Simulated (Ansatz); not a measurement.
`C[SiH](O)C=O` and `CO[SiH](O)C=O` differ in one atom or group.

Ansatz, PBE0-D4/def2-TZVP geometries, multiplicity 1. Each molecule was computed in one conformer, which needn't be the lowest.

```json
{"property": "HOMO–LUMO gap (B3LYP/def2-TZVPP) / eV", "`C[SiH](O)C=O`": "5.02"}
{"property": "size of the dipole moment (ωB97M-V/def2-TZVPP) / D", "`C[SiH](O)C=O`": "2.23"}
{"property": "HOMO energy (PBE0/def2-TZVPP) / eV", "`C[SiH](O)C=O`": "-7.15"}
{"property": "HOMO–LUMO gap (PBE/def2-TZVPP) / eV", "`C[SiH](O)C=O`": "2.86"}
{"property": "size of the dipole moment (PBE/def2-TZVPP) / D", "`C[SiH](O)C=O`": "2.08"}
{"property": "LUMO energy (B3LYP/def2-TZVPP) / eV", "`C[SiH](O)C=O`": "-1.93"}
```

Problem. What does the change do to each property? (Best estimate.)

Solution. Computed: 
```
                                          property  `CO[SiH](O)C=O`  shift
             HOMO–LUMO gap (B3LYP/def2-TZVPP) / eV             5.02   0.00
size of the dipole moment (ωB97M-V/def2-TZVPP) / D             2.21  -0.02
                HOMO energy (PBE0/def2-TZVPP) / eV            -7.24  -0.09
               HOMO–LUMO gap (PBE/def2-TZVPP) / eV             2.81  -0.05
    size of the dipole moment (PBE/def2-TZVPP) / D             1.94  -0.14
               LUMO energy (B3LYP/def2-TZVPP) / eV            -2.01  -0.08
```

Dipoles are sizes alone; their direction can turn.

B3LYP here is the variant with VWN-RPA as its local correlation; programs differ in this.
